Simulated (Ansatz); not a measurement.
`C[NH][Ga]([SH])[Cl]` + H₂ → `[SH][GaH][Cl]` + CH₃NH₂ at 400 K and 1 bar (hydrogenolysis of a Ga–N bond).

Isolated molecules relaxed with PBE0-D4/def2-TZVP in Ansatz; ΔE leaves out vibrations. CCSD(T)/CBS adds triple-zeta CCSD(T) − MP2 to the extrapolated MP2 energy (def2 sets, frozen cores). This one scheme is used for every species. For Ga outer-core shells are correlated without core-valence functions, which leaves a few kJ/mol of doubt a bond. Scalar relativity is left out up to krypton. One conformer a species, not always the lowest.

```
              species  CCSD(T)/CBS energy (Eh)  H − E (kJ/mol)  S (J/(mol·K))
`C[NH][Ga]([SH])[Cl]`              -2877.36911           207.9          429.8
                   H₂                 -1.17544            38.0          139.0
      `[SH][GaH][Cl]`              -2782.78263            70.1          337.2
               CH₃NH₂                -95.75281           185.4          256.0
```

H − E and S are ideal-gas, rigid-rotor, harmonic terms from PBE0-D4/def2-TZVP, for one conformer and one mirror image of each species. The MP2-based limit puts H₂ 0.8 mEh under its directly extrapolated value; such offsets cancel only in part. 1 Eh = 2625.50 kJ/mol, R = 8.31446 J/(mol·K).

Task: By hand: ΔE, ΔH, ΔS and ΔG.

Result: ΔE = (-2782.78263) + (-95.75281) − (-2877.36911) − (-1.17544) = 0.00911 Eh = 23.9 kJ/mol. Δ(H − E) = 70.1 + 185.4 − 207.9 − 38.0 = 9.6, so ΔH = 33.5 kJ/mol. ΔS = 337.2 + 256.0 − 429.8 − 139.0 = 24.4 J/(mol·K). ΔG = 33.5 − 400 × (24.4)/1000 = 23.7 kJ/mol.

Task: By hand: the equilibrium constant, and the temperature at which ΔG would vanish if ΔH and ΔS stayed fixed.

Result: log₁₀ K = −ΔG/(RT ln 10) = -3.1. ΔG = 0 at ΔH/ΔS = 1373 K.

ΔH outweighs TΔS. A doubt of 5 kJ/mol in ΔE shifts log₁₀ K by 0.7 here. Other conformers and mirror images would add mixing entropy, several J/(mol·K) or more a flexible species. These are equilibria of isolated gas molecules and say nothing of rates. Largest T1 diagnostic: 0.012 (customary marks: 0.02 for closed shells, 0.045 for open ones).
